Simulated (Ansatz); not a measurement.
Consider the ligand exchange at the Si–O bond: `CO[SiH](F)[O][GeH3]` + CH₃NH₂ → `CN[SiH](F)OC` + `[OH][GeH3]`.

Program: Ansatz. Geometries: PBE0-D4/def2-TZVP. ΔE: electronic, gas phase. CCSD(T)/CBS is the MP2 limit (def2-TZVPP, def2-QZVPP) plus CCSD(T) − MP2 in def2-TZVPP, frozen cores. DFT in def2-TZVPP. For Ge outer-core shells are correlated without core-valence functions, which leaves a few kJ/mol of doubt a bond. Scalar relativity is left out up to krypton. Each species was taken in one conformer, which may not be the lowest.

`CO[SiH](F)[O][GeH3]`:

```xyz
13

C     0.929    2.048    0.576
O     0.146    0.919    0.253
Si    0.275    0.041   -1.110
F     1.800   -0.393   -1.287
O    -0.669   -1.249   -0.961
Ge   -1.320   -2.133    0.448
H     1.991    1.793    0.623
H     0.790    2.851   -0.156
H     0.611    2.414    1.554
H    -0.077    0.810   -2.317
H    -0.189   -2.341    1.464
H    -2.465   -1.299    1.039
H    -1.822   -3.463   -0.124
```

CH₃NH₂:

```xyz
7

C    -0.466    0.117    0.303
N     0.862    0.046   -0.282
H    -1.210   -0.566   -0.133
H    -0.851    1.135    0.206
H    -0.403   -0.099    1.372
H     0.827    0.254   -1.272
H     1.242   -0.887   -0.194
```

`CN[SiH](F)OC`:

Z-matrix (Å, degrees):
```
C
N 1 1.446
H 1 1.096 2 112.8
H 1 1.093 2 109.6 3 119.6
H 1 1.094 2 111.4 3 -122.1
Si 2 1.685 1 125.5 3 -103.3
H 2 1.007 1 114.9 3 65.8
O 6 1.627 2 106.4 1 -162.1
F 6 1.605 2 114.9 1 79.8
H 6 1.479 2 109.9 1 -37.1
C 8 1.411 6 125.3 2 -162.4
H 11 1.094 8 111.6 6 47.9
H 11 1.091 8 108.1 6 167.5
H 11 1.095 8 111.0 6 -73.6
```

`[OH][GeH3]`:

```xyz
6

O    -1.240    0.455   -0.373
Ge    0.425    0.036    0.110
H    -1.806   -0.315   -0.452
H     1.149    1.383    0.177
H     1.059   -0.893   -0.943
H     0.413   -0.666    1.481
```

CCSD(T)/CBS gives +66.9 kJ/mol.

Question: Another level gave +60.4 kJ/mol. Which?
A. PBE0/def2-TZVPP
B. HF/def2-TZVPP
C. B2PLYP/def2-TZVPP
D. revPBE-D4/def2-TZVPP

Answer: A. PBE0 60.4, B2PLYP 66.5, HF/def2-TZVPP 78.4, revPBE-D4 56.3 kJ/mol.

Question: What do rigid-rotor, harmonic-oscillator terms from PBE0-D4/def2-TZVP frequencies (298.15 K, 1 bar) make of the CCSD(T)/CBS value? (Best estimate.)

Answer: Computed: ΔZPE = -3.3 kJ/mol, ΔH = +63.5 kJ/mol, ΔS = -5 J/(mol·K), ΔG = +64.9 kJ/mol. Modes under 50 cm⁻¹ make the entropy rough.

Largest T1 diagnostic among the species: 0.012.

From PBE to PBE0 (25 % exact exchange), in def2-TZVPP and without D4, ΔE moves by +3.7 kJ/mol. In def2-TZVPP, CCSD(T) changes the Hartree–Fock value by −10.3 kJ/mol (the triples alone add −1.3 kJ/mol) and MP2 by −11.8 kJ/mol. Leaving LDA and LC-ωPBE aside and taking each functional with its dispersion term where it has one, the values, not all of them listed here, spread over 15.5 kJ/mol, from revPBE-D4 to BHLYP-D4. LDA lies −4.0 kJ/mol from PBE without D4.
